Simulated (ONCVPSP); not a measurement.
## An all-electron radial function and its pseudo partner (Zr (Z = 40))

Columns: radius, all-electron u(r) and pseudo u(r) of the 4s shell (level -68.93 eV) of zirconium in the configuration [Ar] 3d10 4s2 4p6 4d2; revPBE, scalar-relativistic, ONCV scheme, ONCVPSP 4.0.1.

| r (bohr) | all-electron | pseudo |
| --- | --- | --- |
| 0.123 | 0.3403 | 0.0728 |
| 0.245 | -0.3169 | 0.1554 |
| 0.368 | -0.5458 | 0.2676 |
| 0.490 | -0.2298 | 0.4138 |
| 0.613 | 0.2406 | 0.5773 |
| 0.735 | 0.6362 | 0.7338 |
| 0.858 | 0.8966 | 0.8768 |
| 0.980 | 1.0241 | 0.9875 |
| 1.103 | 1.0502 | 1.0354 |
| 1.225 | 1.0075 | 1.0059 |
| 1.348 | 0.9235 | 0.9234 |
| 1.470 | 0.8205 | 0.8205 |
| 1.593 | 0.7114 | 0.7113 |
| 1.715 | 0.6065 | 0.6064 |
| 1.838 | 0.5092 | 0.5091 |
| 1.960 | 0.4233 | 0.4233 |
| 2.083 | 0.3483 | 0.3483 |
| 2.205 | 0.2849 | 0.2849 |
| 2.328 | 0.2313 | 0.2312 |
| 2.450 | 0.1871 | 0.1870 |
| 2.573 | 0.1504 | 0.1504 |
| 2.695 | 0.1207 | 0.1207 |
| 2.818 | 0.0964 | 0.0963 |
| 2.940 | 0.0769 | 0.0768 |
| 3.063 | 0.0610 | 0.0610 |
| 3.185 | 0.0484 | 0.0484 |

How many radial nodes do the two functions have?

The all-electron 4s function has n − l − 1 = 3 (the table is too coarse to show those close to the nucleus); the pseudo-wave has 0, since the states of the same l below it are removed with the core.

At about which radius was the pseudo-wave matched?

1.35 bohr, where the columns begin to agree (steps of 0.12 bohr).

Where does each function peak?

Outermost all-electron maximum near 1.10 bohr, pseudo maximum near 1.10 bohr (to the table’s step).

Is the pseudo-wave norm-conserving?

Yes: the ONCV scheme keeps the norm inside the radius equal to the all-electron one, which fixes the energy derivative of the logarithmic derivative at the level.
